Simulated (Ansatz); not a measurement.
Conformers of C2H5BO (SMILES C=CBO), B3LYP-D3(BJ)/def2-TZVP minima from an xTB search, which can miss the lowest.
Conformer 1 (charge 0, multiplicity 1):
```tsv
atom	x (Å)	y (Å)	z (Å)
C	1.6170	-0.0731	-0.0183
C	0.3838	-0.4168	-0.3993
B	-0.8681	0.2470	0.2148
O	-2.0990	-0.1455	-0.2132
H	1.7767	0.6877	0.7389
H	2.5098	-0.5262	-0.4359
H	0.2716	-1.1847	-1.1619
H	-0.7670	1.0962	1.0567
H	-2.8248	0.3154	0.2182
```
Conformer 2 (charge 0, multiplicity 1):
```csv
atom,x (Å),y (Å),z (Å)
C,-1.5531,-0.0480,0.2338
C,-0.2787,-0.3953,0.4314
B,0.8922,0.5045,-0.0392
O,2.1991,0.1805,0.1462
H,-1.8053,0.8812,-0.2659
H,-2.3877,-0.6620,0.5548
H,-0.0858,-1.3411,0.9393
H,0.6833,1.5409,-0.5956
H,2.3361,-0.6606,0.5968
```

Correlated levels freeze the cores. MP2 and its Hartree–Fock in cc-pVQZ are density fitted.

Run with Ansatz (Gaussian basis) for Hartree–Fock, density functionals and correlated methods. Values without a source in brackets are computed.

The energy of conformer 2 above conformer 1 is E(conformer 2) − E(conformer 1). Total energies (hartree):

| level | conformer 2 | conformer 1 |
|---|---|---|
| HF/cc-pVTZ | -178.2930333 | -178.2945869 |
| MP2/cc-pVTZ | -178.9572944 | -178.9586658 |
| HF/cc-pVQZ | -178.3057438 | -178.3072599 |
| MP2/cc-pVQZ | -179.0154855 | -179.0168145 |
| CCSD(T)/cc-pVTZ | -179.0159343 | -179.0171625 |

**Question.** Work out the energy of conformer 2 above conformer 1 at the basis-set limit: extrapolate the MP2 correlation part as X⁻³, take Hartree–Fock from the larger set, and add the CCSD(T) − MP2 difference of cc-pVTZ.

**Answer.** 
1. Differences (1 hartree = 627.509 kcal/mol): HF/cc-pVTZ 0.975; MP2/cc-pVTZ 0.861; HF/cc-pVQZ 0.951; MP2/cc-pVQZ 0.834; CCSD(T)/cc-pVTZ 0.771.
2. Correlation parts, MP2 less HF: -0.114 in cc-pVTZ (X = 3), -0.117 in cc-pVQZ (X = 4).
3. Limit (4³·(-0.117) − 3³·(-0.114))/(4³ − 3³) = -0.120; with HF/cc-pVQZ it gives 0.832.
4. CCSD(T) less MP2 in cc-pVTZ: -0.090.
Result: 0.74 kcal/mol, against 0.86 at MP2/cc-pVTZ. It is an estimate of this method's limit, not of the exact value.

Ansatz is a quantum-chemistry and plane-wave program.
